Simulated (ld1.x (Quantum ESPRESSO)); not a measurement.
**Transferability test, TM potential for cobalt**

- Element: cobalt
- Generator: ld1.x (Quantum ESPRESSO) 7.5
- Type: norm-conserving Troullier–Martins (Kleinman–Bylander form)
- Functional: LDA (PZ)
- Relativity: scalar-relativistic
- Frozen core: [Ar]
- Valence charge: 9
- Reference configuration: 3d7 4s2 4p0
- Partial waves: 4s (bound): rc 2.45 bohr; 4p (bound, empty): rc 2.30 bohr; 3d (bound): rc 1.75 bohr
- Local potential: all-electron potential smoothed inside 1.95 bohr (lloc = -1)
- Core correction: Bessel-smoothed model core inside 1.70 bohr

Energies are relative to the spin-unpolarised reference configuration 3d7 4s2 4p0; without spin polarisation the order of configurations can differ from experiment. Spin-polarised rows fill each open shell by Hund’s rule, majority spin first. The frozen-core shift is the all-electron ΔE with the core orbitals held at their reference shape minus the fully relaxed ΔE.

| valence configuration | charge | ΔE all-electron (eV) | error AE − PS (meV) | frozen-core shift (meV) |
| --- | --- | --- | --- | --- |
| 3d7 4s1 4p0 | +1 | 9.296 | -2.2 | +2.0 |
| 3d6 4s0 4p0 | +3 | 62.569 | -225 | +242 |
| 3d6 4s2 4p1 | 0 | 9.772 | -82 | n/a |
| 3d7 4s1 4p1 | 0 | 4.429 | -1.0 | +0.7 |
| 3d7.5 4s1.5 4p0 | 0 | -0.980 | -24 | +22 |
| 3d7 4s0 4p2 | 0 | 9.145 | -4.1 | +2.1 |
| 3d7 4s2 4p0 (spin-polarised) | 0 | -1.983 | +792 | +9.7 |

Q: What are ΔE and the potential's error for 3d7 4s1 4p0 (spin-polarised)?

A: ΔE = 6.717 eV all-electron; the error (AE − PS) is +785 meV.

Q: What are ΔE and the potential's error for 3d7 4s0 4p0?

A: ΔE = 26.380 eV all-electron; the error (AE − PS) is -29 meV.
